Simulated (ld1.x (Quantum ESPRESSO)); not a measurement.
Values are calculated unless marked as measured or tabulated.
# Potentials for Si compared

Generated with ld1.x 7.5 (TM, RRKJ, ultrasoft, PAW), atompaw 4.2 or ONCVPSP 4.0.1. The cutoff is in Ry: for ld1.x and atompaw files where the sum of valence levels is converged to 10 mRy in a Bessel basis, for ONCV files where the hardest occupied wave has 1 mHa per electron of residual kinetic energy. The error is the largest all-electron minus pseudo excitation energy over each file’s own four to seven test configurations (ionisations up to +4, promotions, holes and added fractions of an electron), all of which were solved. The labels leave out finer settings (local radius, basis sizes, second energies), which also bear on the numbers. Spin-polarised tests are not counted. The rows are a selection from randomly drawn settings: files with unsolved tests, undetermined cutoffs or missed reference levels are left out.

```tsv
potential	cutoff (Ry)	largest error (meV)	bound ghosts
TM, PBE, scalar-relativistic, rc 1.75/2.40/3.36 (spd), local p, core correction yes, reference 3s2 3p2	15	+60	none
TM, BP86, scalar-relativistic, rc 1.60/2.20 (sp), local s, core correction yes, reference 3s2 3p2	15	+51	none
RRKJ, LDA (PZ), scalar-relativistic, rc 1.90/1.60/1.60 (spd), local s, core correction yes, reference 3s2 3p1	15	+33	none
TM, PBE, non-relativistic, rc 1.40/1.90/1.75 (spd), local d, core correction yes, reference 3s2 3p2	30	+131	none
TM, LDA (PZ), non-relativistic, rc 1.85/2.00/1.60 (spd), local d, core correction yes, reference 3s2 3p1	15	+84	none
```

(1) Fill in the row for Si: TM, PBE, scalar-relativistic, rc 1.90/1.40/1.60 (spd), local s, core correction no, reference 3s2 3p2.

(2) Fill in the row for Si: ultrasoft, PBE, scalar-relativistic, rc 1.85/2.40/2.65 (spd), local smoothed, core correction no, reference 3s2 3p2.

## Answers

(1) cutoff 45 Ry, largest error +64 meV, bound ghosts: none.

(2) cutoff 10 Ry, largest error +64 meV, bound ghosts: none.
